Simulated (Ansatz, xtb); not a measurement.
C2H5BF: where a starting geometry ends

The starting geometry of this gas-phase doublet was built from a drawn formula by distance geometry and a force field; its bonds are those of `B[C@H]([CH2])F`.

```
atom    x (Å)    y (Å)    z (Å)
   C  -2.0670  -0.7021   0.1992
   C  -3.0883  -1.7444   0.6002
   B  -0.7717  -0.7933   1.0540
   F  -1.7881  -0.7858  -1.1548
   H  -0.1046  -1.7331   1.0204
   H  -0.4326   0.1200   1.7338
   H  -2.5304   0.3344   0.3385
   H  -3.9277  -1.7282  -0.0637
   H  -3.3963  -1.6071   1.6439
```

**Question.** Where would you expect an optimisation with r2SCAN-D4/def2-SVP to take it?

**Answer.** A new bond forms, giving a structure given below by its coordinates. Distances that change by over a tenth: C1–B3 (1.55 → 1.87 Å). Contacts that close: C2–B3 (2.55 → 1.62 Å).

The energy falls by 1.20 eV over 17 steps:

```csv
step,E − E(last) (eV)
1,1.202
3,0.826
5,0.579
6,0.504
8,0.309
10,0.192
12,0.058
13,0.020
15,0.002
17,0.000
```

Final geometry (Å):

```tsv
atom	x (Å)	y (Å)	z (Å)
C	-2.2949	-0.3729	-0.0664
C	-2.7193	-1.4211	0.8213
B	-1.1593	-1.1718	1.1934
F	-1.9921	-0.6594	-1.3319
H	-0.3269	-1.8387	0.6315
H	-0.8772	-0.3893	2.0677
H	-2.3759	0.7014	0.1282
H	-2.9354	-2.3735	0.3255
H	-3.4257	-1.1145	1.6020
```

From the same start GFN2-xTB reaches the same bonding as this run.

No frequencies were run, so the end isn't proven a minimum. Open shells are spin-unrestricted. Run with Ansatz 0.2.0, 66 s on 2 threads of Arm Neoverse V1, with other jobs on the host.
